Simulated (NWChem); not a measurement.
System: BeICl; SMILES [Be]([Cl])[I]

Program: NWChem. Geometry: optimised at PBE0/def2-SVP. def2 effective core potentials on I; no spin-orbit coupling. Level r2SCAN/def2-SVP: energy and gradient on several grids; changes count from the extra-fine grid, which is no exact limit either.

| grid | size of the energy change (μHa) | largest change of a gradient component (μHa/bohr) |
|---|---|---|
| xcoarse | 2000 | 3000 |
| coarse | 10 | 300 |
| medium | < 10 | 100 |
| fine | < 10 | < 30 |
| xfine | < 10 | < 30 |
